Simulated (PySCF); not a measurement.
# Working out the excitation energy of In

In [Kr] 4d10 5s2 5p1 (2P) → In [Kr] 4d10 5s1 5p2 (4P). Calculation: PySCF 2.14, in aug-cc-pwCVDZ-PP with ECP28MDF (6s5p4d1f, 48 functions); a scalar-relativistic core potential. Frozen: 4s2 4p6 4d10. Energies in hartree (1 hartree = 27.21139 eV):

```csv
part,In (lower),In (upper)
UHF,-189.205747,-189.098563
CCSD correlation,-0.039904,-0.009696
(T),-0.000569,-0.000043
```

Q: What does Hartree-Fock give?

A: (-189.098563) − (-189.205747) = 0.107184 hartree = 2.917 eV.

Q: What do CCSD and CCSD(T) give?

A: The CCSD correlation energies differ by 0.030208 hartree = 0.822 eV and the triples by 0.000526 hartree = 0.014 eV, so CCSD gives 3.739 eV and CCSD(T) 3.753 eV.

Measured between the centres of the two terms (NIST): 4.350 eV, so CCSD(T) (valence) is off by -0.597 eV.

A double-zeta basis recovers only part of the correlation energy.

What remains against the reference includes basis incompleteness, the frozen core and higher excitations.
